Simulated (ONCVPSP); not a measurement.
Configuration tests for Te (Z = 52) (ONCV)

* Element: Te
* Generator: ONCVPSP 4.0.1
* Type: optimised norm-conserving Vanderbilt (ONCV)
* Functional: PBE
* Relativity: scalar-relativistic
* Frozen core: [Kr] 4d10
* Valence charge: 6
* Reference configuration: 5s1 5p5
* Partial waves: 5s: rc 1.45 bohr, ncon 3, nbas 8, qcut 3.9 1/bohr, 2 projectors, debl 1 Ha; 5p: rc 2.15 bohr, ncon 4, nbas 8, qcut 3.8 1/bohr, 2 projectors, debl 0.6 Ha
* Local potential: polynomial inside 1.05 bohr (lpopt 5, dvloc0 4 Ha)
* Core correction: Teter function, parameters optimised by the program

Energies are relative to the spin-unpolarised reference configuration 5s1 5p5; without spin polarisation the order of configurations can differ from experiment.

```tsv
valence configuration	charge	ΔE all-electron (eV)	error AE − PS (meV)
5s2 5p4	0	-9.255	-6.0
5s2 5p2	+2	18.399	-2.7
5s1 5p4	+1	10.316	-3.9
```

(1) What are ΔE and the potential's error for 5s2 5p3?

Note: ghosts flagged at negative energy: s at -129.3 eV; GHOST(+) flagged for p at 19.8 eV, s at 402.7 eV. A true bound ghost makes a file unfit for plane-wave use.

Results:

(1) ΔE = 0.474 eV all-electron; the error (AE − PS) is -1.1 meV.
